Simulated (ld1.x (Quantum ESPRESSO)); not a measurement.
## Building the ultrasoft potential for Cr (Z = 24) (PBEsol, scalar-relativistic).

```
Element                 : chromium (Cr)
Generator               : ld1.x (Quantum ESPRESSO) 7.5
Type                    : ultrasoft
Functional              : PBEsol
Relativity              : scalar-relativistic
Frozen core             : [Ne]
Valence charge          : 14
Reference configuration : 3s2 3p6 3d5 4s0 4p1
Partial waves           : 3s (bound): rcut 1.20, rcutus 1.35 bohr; 4s (bound, empty): rcut 1.20, rcutus 1.35 bohr; 3p (bound): rcut 1.35, rcutus 1.45 bohr; 4p (bound): rcut 1.35, rcutus 1.45 bohr; 3d (bound): rcut 0.70, rcutus 0.95 bohr; 3d channel at 3.6 Ry: rcut 0.70, rcutus 0.95 bohr
Local potential         : all-electron potential smoothed inside 1.15 bohr (lloc = -1)
Core correction         : none
Augmentation charge     : PSQ, radius 0.75 bohr
```

All-electron outer shells of the reference configuration (PBEsol, scalar-relativistic, ld1.x):

| shell | level (eV) | outermost node (bohr) | outermost maximum (bohr) |
| --- | --- | --- | --- |
| 2s | -667.61 | 0.09 | 0.24 |
| 2p | -561.57 | – | 0.20 |
| 3s | -75.17 | 0.36 | 0.78 |
| 3p | -46.75 | 0.33 | 0.80 |
| 4s | -4.95 | 1.12 | 2.71 |
| 3d | -4.28 | – | 0.84 |
| 4p | -1.73 | 1.24 | 3.80 |

Calculated quality:

```
Largest excitation error                  : +45 meV (all-electron minus pseudo) for 3s2 3p6 3d2 4s0 4p0, out of 7 test configurations
Lowest eigenvalue of the overlap operator : -0.70 (p channel); it is negative, so in a basis up to 400 Ry S is not positive definite and the file is unfit for use
Density cutoff estimated by the generator : 841 Ry
```

The ghost test of this file was not conclusive. Its overlap operator is not positive definite in a basis up to 400 Ry (lowest eigenvalue p -0.70), so the file is unfit for use: the generalised eigenproblem breaks down once the basis is large enough, and its test numbers describe a broken file.

Generation and tests took about 4.2 s on one core of a shared server CPU.
